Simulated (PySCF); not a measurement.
Gas-phase reaction: 2 InF + 4 Cl → 2 InCl₂ + F₂, at 2500 K and a standard pressure of 1 bar. Level: PBE/def2-SVP.

Method: PySCF energies plus ideal-gas RRHO corrections (1 bar). Open shells (unrestricted): Cl (multiplicity 2, electronic degeneracy 6), InCl₂ (multiplicity 2); the rest are closed-shell singlets. Spin-orbit splitting is ignored; it lowers the true energy and changes the entropy of Cl. In: scalar-relativistic def2 core potential, no spin-orbit coupling. InCl₂: computed as isolated molecules; such fragments, hydroxides, amides, oligomers or adducts are transient or little studied in the gas. The harmonic model lacks anharmonicity and excited electronic states, which grow with temperature; levels with a mode under 35 cm⁻¹ are left out. Soft modes under 120 cm⁻¹ make the harmonic entropy rough for InCl₂.

| species | E (Ha) | H(2500 K) − E (kJ/mol) | S°(2500 K) (J/mol/K) |
|---|---|---|---|
| InF | -289.86007 | 93.7 | 313.9 |
| Cl | -459.79715 | 52.0 | 212.5 |
| InCl₂ | -1109.95020 | 145.6 | 438.4 |
| F₂ | -199.16845 | 94.1 | 277.1 |
E: electronic energy; H − E holds the zero-point and thermal terms. 1 Ha = 2625.5 kJ/mol.

Question: Work out ΔH°, ΔS°, ΔG° and log10 K from these numbers.

Answer: 1. ΔE = 2×(-1109.95020) + 1×(-199.16845) − 2×(-289.86007) − 4×(-459.79715) = -0.16011 Ha = -420.4 kJ.
2. Δ(H − E) = 2×(145.6) + 1×(94.1) − 2×(93.7) − 4×(52.0) = -10.1 kJ, so ΔH° = -430.5 kJ.
3. ΔS° = 2×(438.4) + 1×(277.1) − 2×(313.9) − 4×(212.5) = -323.9 J/K; the number of gas molecules changes by -3.
4. ΔG° = ΔH° − TΔS° = -430.5 − 2500×(-323.9)/1000 = 379.2 kJ.
5. log10 K = −ΔG°/(RT ln 10) = -7.92, with RT ln 10 = 47.86 kJ/mol; at standard pressures the reactants are favoured.
6. A shift of 10 kJ in ΔE would move log10 K by 0.21 here.
For scale, ΔH°(298 K) is -419 kJ at this level, -356 kJ at ωB97M-V/def2-TZVP†, and runs from -536 to -82 kJ over the 18 levels computed († marks an energy on the PBE0/def2-TZVP geometry).
